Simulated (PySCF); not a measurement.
ClSi, SMILES Cl[Si] (connectivity only; charge and spin as stated), neutral, multiplicity 2.

The structure is a stationary point at B3LYP-D3(BJ)/def2-TZVPD.

Method: M06-2X/def2-TZVPD (PySCF).

The molecule is in vacuum.

Computed frontier levels, dipole moment:
```json
{
  "α spin, highest occupied and lowest empty level": "-5.95 and -2.22 eV",
  "β spin, highest occupied and lowest empty level": "-9.86 and -1.99 eV",
  "dipole_moment": "1.09 D",
  "⟨S²⟩": "0.754 (pure state 0.75)"
}
```
